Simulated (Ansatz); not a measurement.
`[AlH2][CH2]CI` + CH₃NH₂ → `C[NH][AlH2]` + `CCI`  (ligand exchange at the Al–C bond)

Program: Ansatz. Geometries: PBE0-D4/def2-TZVP. ΔE: electronic, gas phase. CCSD(T)/CBS adds triple-zeta CCSD(T) − MP2 to the extrapolated MP2 energy (def2 sets, frozen cores). DFT in def2-TZVPP. Elements past krypton have def2 core potentials. For I outer-core shells are correlated without core-valence functions, which leaves a few kJ/mol of doubt a bond. One conformer a species, not always the lowest.

```tsv
level	ΔE (kJ/mol)
PBE-D4	-102.7
ωB97X-V	-109.1
B2PLYP	-112.3
PBE	-103.2
PBE0	-104.0
MP2/def2-TZVPP	-111.8
SCS-MP2/def2-TZVPP	-113.5
HF/CBS(def2)	-114.8
```

**Question.** What does CCSD(T)/CBS give? (Estimate.)

**Answer.** The calculation gave: -108.7 kJ/mol. The listed levels differ from it by 6.0, -0.4, -3.6, 5.5, 4.7, -3.1, -4.8, -6.1 kJ/mol.

Largest T1 diagnostic among the species: 0.012.
